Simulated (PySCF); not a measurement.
Compound: C8H13PS.
Geometry (GFN2-xTB, Å), atoms numbered from 1 in this order:
```xyz
23
C8H13PS angstrom
C      3.9110   -0.2486    0.2325
C      2.5320    0.2328   -0.0664
C      2.1955    1.3804   -0.6990
P      0.4828    1.7435   -0.9325
C     -0.0397    0.3070   -0.1615
C     -1.4715   -0.1152    0.0317
C     -1.7178   -1.4243   -0.7291
C     -2.4055    0.9675   -0.5080
C     -1.7431   -0.3299    1.5257
S      1.1986   -0.7490    0.4365
H      4.6445    0.4715   -0.1217
H      4.0951   -1.2069   -0.2531
H      4.0420   -0.3877    1.3056
H      2.9509    2.0656   -1.0531
H     -1.0776   -2.2160   -0.3450
H     -2.7550   -1.7336   -0.6206
H     -1.5046   -1.2888   -1.7877
H     -2.2386    1.9087    0.0120
H     -3.4427    0.6716   -0.3683
H     -2.2283    1.1256   -1.5701
H     -2.7821   -0.6106    1.6813
H     -1.5427    0.5840    2.0813
H     -1.1077   -1.1205    1.9197
```

Mulliken charges (e) from the PBE0/pcSseg-1 density (PySCF), one withheld:

```json
{"atom": "C1", "bonded to": "C2 H11 H12 H13", "charge": "-0.1112"}
{"atom": "C2", "bonded to": "C1 C3 S10", "charge": "-0.4290"}
{"atom": "C3", "bonded to": "C2 P4 H14", "charge": "-0.3033"}
{"atom": "P4", "bonded to": "C3 C5", "charge": "+0.4638"}
{"atom": "C5", "bonded to": "P4 C6 S10", "charge": "-0.4927"}
{"atom": "C6", "bonded to": "C5 C7 C8 C9", "charge": "-0.5641"}
{"atom": "C7", "bonded to": "C6 H15 H16 H17", "charge": "?"}
{"atom": "C8", "bonded to": "C6 H18 H19 H20", "charge": "-0.1672"}
{"atom": "C9", "bonded to": "C6 H21 H22 H23", "charge": "-0.1308"}
{"atom": "S10", "bonded to": "C5 C2", "charge": "+0.3047"}
{"atom": "H11", "bonded to": "C1", "charge": "+0.1242"}
{"atom": "H12", "bonded to": "C1", "charge": "+0.1374"}
{"atom": "H13", "bonded to": "C1", "charge": "+0.1369"}
{"atom": "H14", "bonded to": "C3", "charge": "+0.1035"}
{"atom": "H15", "bonded to": "C7", "charge": "+0.1139"}
{"atom": "H16", "bonded to": "C7", "charge": "+0.1098"}
{"atom": "H17", "bonded to": "C7", "charge": "+0.1169"}
{"atom": "H18", "bonded to": "C8", "charge": "+0.1268"}
{"atom": "H19", "bonded to": "C8", "charge": "+0.1149"}
{"atom": "H20", "bonded to": "C8", "charge": "+0.1281"}
{"atom": "H21", "bonded to": "C9", "charge": "+0.1102"}
{"atom": "H22", "bonded to": "C9", "charge": "+0.1176"}
{"atom": "H23", "bonded to": "C9", "charge": "+0.1154"}
```

Problem. What is the charge on C7?

Solution. The charges add up to the total charge, 0. The others sum to +0.1258, which leaves -0.1258 e for C7 (methyl carbon); the computed value is -0.1257, the difference coming from rounding.

Problem. Add each hydrogen's charge to the atom that carries it.

Solution. C1 +0.2873, C3 -0.1998, C7 +0.2149, C8 +0.2026, C9 +0.2124. Atoms without hydrogen keep their charges.

Problem. Across which bond do the charges differ most?

Solution. P4–C5: +0.4638 on P4 against -0.4927 on C5, a difference of 0.9565 e. The lower charge is on the more electronegative element of the two (Pauling values: C 2.55, P 2.19).

Problem. Take the bonds between elements whose Pauling electronegativities differ by more than 0.25. In how many does the more electronegative atom carry the lower charge?

Solution. In 15 of 15.

Problem. How much positive and how much negative charge does this set hold in all?

Solution. +2.3241 e on 15 atoms and -2.3240 e on 8.

The Mulliken scheme counts on each atom the diagonal of the density matrix times the overlap matrix over that atom's basis functions. Geometry: GFN2-xTB; no solvent, vibrations or thermal averaging.
